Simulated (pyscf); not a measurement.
Structures and frequencies: ωB97X-D3(BJ)/def2-SVP in PySCF. Correlated levels are frozen-core, on RHF or UHF. ΔMP2 is the change of the MP2 total energy from the triple- to the quadruple-zeta basis. Singlets are restricted, triplets unrestricted.

Singlet (Å):
```xyz
9

C      0.7140    -0.7112    -0.0279
Si    -0.3636     0.4485    -1.0897
C     -0.2566     1.9874     0.0300
H      1.0482    -1.6152    -0.5600
H      0.0654    -1.0454     0.8077
H      1.5835    -0.2124     0.4343
H     -0.3051     1.7543     1.1080
H     -0.9989     2.7637    -0.2117
H      0.7464     2.4257    -0.1490
```

Triplet (Å):
```xyz
9

C     -0.2069     0.3190    -2.4848
Si    -1.5769     0.5580    -1.1919
C     -1.2545     1.7745     0.2300
H      0.7148    -0.0560    -2.0099
H      0.0162     1.2699    -2.9963
H     -0.5214    -0.4122    -3.2449
H     -0.3831     1.4557     0.8255
H     -2.1271     1.8209     0.8991
H     -1.0685     2.7887    -0.1607
```

**Question.** For these two minima of H₃C–Si:–CH₃ (SMILES C[Si]C), which spin state lies lower at CCSD(T)/def2-TZVPP + ΔMP2(QZVPP), and by how much (electronic energies)?

**Answer.** The singlet, by 1.18 eV. Zero-point energy shifts E(triplet) − E(singlet) by +0.03 eV. H₃C–Si:–CH₃ [singlet] lies 0.32 eV over its isomer H₂C=CH–SiH₃, and others may lie lower still (electronic energy, ωB97M-D3(BJ)). 

E(triplet) − E(singlet) by level (eV):

| level | gap |
|---|---|
| ωB97X-D3(BJ)/def2-TZVP | +1.20 |
| PBE/def2-TZVP | +0.96 |
| r²SCAN/def2-TZVP | +0.77 |
| B3LYP-D3(BJ)/def2-TZVP | +1.14 |
| PBE0-D3(BJ)/def2-TZVP | +0.92 |
| M06-2X/def2-TZVP | +1.09 |
| ωB97M-D3(BJ)/def2-TZVP | +1.37 |
| HF/def2-TZVP | +0.39 |
| MP2/def2-QZVPP | +1.06 |
| CCSD/def2-TZVPP | +1.10 |
| CCSD(T)/def2-TZVPP | +1.14 |
| CCSD(T)/def2-TZVPP + ΔMP2(QZVPP) | +1.18 |

The triplet is the lowest one reached from the SCF start used. The CCSD(T) − MP2 part came from Ansatz, without density fitting, on the same reference.
